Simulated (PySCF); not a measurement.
**Spinor energies of Ta³⁺ (tantalum, charge +3)**

Start: [Xe] 4f14 5d1 6p1; 5d5/2 filled at m_j = +5/2; 6p3/2 filled at m_j = +3/2. Calculated with PySCF 2.14 in x2c-TZVPall-2c (11s11p10d2f, 108 functions): generalised Hartree-Fock with the X2C-1e Hamiltonian and a Gaussian nucleus; spin-orbit coupling (SO) screened by Boettger's factors. This is a chosen level, not necessarily the ground level.

```csv
spinor shell,electrons,"ε, screened SO (eV)",weight of nominal j (screened SO),"rms radius, screened SO (bohr)"
1s1/2,2,-67789.4,1.000,0.0211
2s1/2,2,-11811.9,1.000,0.0853
2p1/2,2,-11269.4,1.000,0.0726
2p3/2,4,-9993.7,1.000,0.0799
3s1/2,2,-2792.3,1.000,0.218
3p1/2,2,-2551.5,1.000,0.210
3p3/2,4,-2272.0,1.000,0.225
3d3/2,4,-1870.0,1.000,0.199
3d5/2,6,-1809.7,1.000,0.203
4s1/2,2,-627.40,1.000,0.488
4p1/2,2,-526.77,1.000,0.497
4p3/2,4,-461.88,1.000,0.530
4d3/2,4,-295.93,1.000,0.558
4d5/2,6,-283.78,1.000,0.569
5s1/2,2,-120.01,1.000,1.17
5p1/2,2,-86.843,0.994,1.29
5p3/2,4,-77.887,0.986,1.38
4f5/2,6,-74.882,0.988,0.700
4f7/2,8,-73.005,0.992,0.702
5d5/2,1,-38.428,1.000,1.97
6p3/2,1,-24.211,1.000,3.51
```

| quantity | screened SO |
| --- | --- |
| E (hartree) | -15608.32208 |
| M_J | 4 |
| ⟨J²⟩ | 20.004 |
| ⟨L²⟩ | 12.114 |
| ⟨S²⟩ | 2.114 |

Each row is a mean over spinors that exchange with the open shell spreads, by up to 4.125 eV (5p3/2).

Breit and QED terms are absent; they matter most for the inner s and p1/2 levels.

Densities and radii are taken from the X2C orbitals without a picture-change correction, which distorts them close to the nucleus.
